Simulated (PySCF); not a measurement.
## PbS: frontier orbitals

B2PLYP at R = 2.321 Å; basis Pb def2-SVPD with ECP60, S def2-SVPD; scalar-relativistic core potentials; PySCF 2.14. State: ¹Σ⁺ (singlet), closed shell. Only the outer orbitals are listed, counted within each symmetry, core potentials removing the inner ones.

| orbital | occ. | ε (eV) | on Pb (%) | main shells (%) |
| --- | --- | --- | --- | --- |
| 7σ | 2 | -20.25 | 17 | 81 S s, 12 Pb s |
| 8σ | 2 | -14.36 | 72 | 70 Pb s, 15 S s, 12 S p |
| 9σ | 2 | -8.11 | 42 | 57 S p, 32 Pb p, 10 Pb s |
| 4π | 2 | -7.72 | 17 | 82 S p, 16 Pb p |
| 4π | 2 | -7.72 | 17 | 82 S p, 16 Pb p |
| 5π | 0 | -1.63 | 83 | 78 Pb p, 16 S p |
| 5π | 0 | -1.63 | 83 | 78 Pb p, 16 S p |

Task: Which are the highest filled and the lowest empty level, where do they sit, and how wide is the gap?

Result: Highest filled 4π at -7.72 eV (in %: 82 S p, 16 Pb p); lowest empty 5π at -1.63 eV (in %: 78 Pb p, 16 S p); the gap at B2PLYP is 6.09 eV.

```json
{
 "bond order (Mayer)": "2.05",
 "⟨S²⟩": "0.000",
 "charge on Pb (Mulliken, basis-dependent)": "0.77",
 "charge on Pb (Löwdin, basis-dependent)": "0.55",
 "dipole moment (positive dipole means Pb(−)S(+))": "-4.79 D"
}
```

Correlated steps freeze 9 core orbitals. Spin–orbit coupling is left out, which matters for elements this heavy, above all for dissociation energies. B2PLYP dipoles, levels and charges come from its SCF part alone.
